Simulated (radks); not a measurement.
The zirconium ion Zr3+, 37 electrons, occupied as [Kr] 4d1 (the NIST ground configuration). Method: scalar-relativistic Kohn-Sham, PBE, spin-polarised, spherical densities, finite nucleus; open shells are filled with parallel spins first (spin-orbit coupling, left out, can overturn this in heavy ions); Fermi nuclear charge, rms radius 4.2694 fm; computed with a radial shooting solver on a logarithmic mesh with Libxc functionals.

X-ray form factor f0, the Fourier transform of the density (f0(0) = 37):

sin(theta)/lambda (1/angstrom),f0 (electrons)
0.05,36.562
0.1,35.334
0.15,33.535
0.2,31.431
0.25,29.259
0.3,27.184
0.4,23.630
0.5,20.878
0.6,18.667
0.8,14.980
1,11.883
1.25,9.018
1.5,7.247
2,5.553
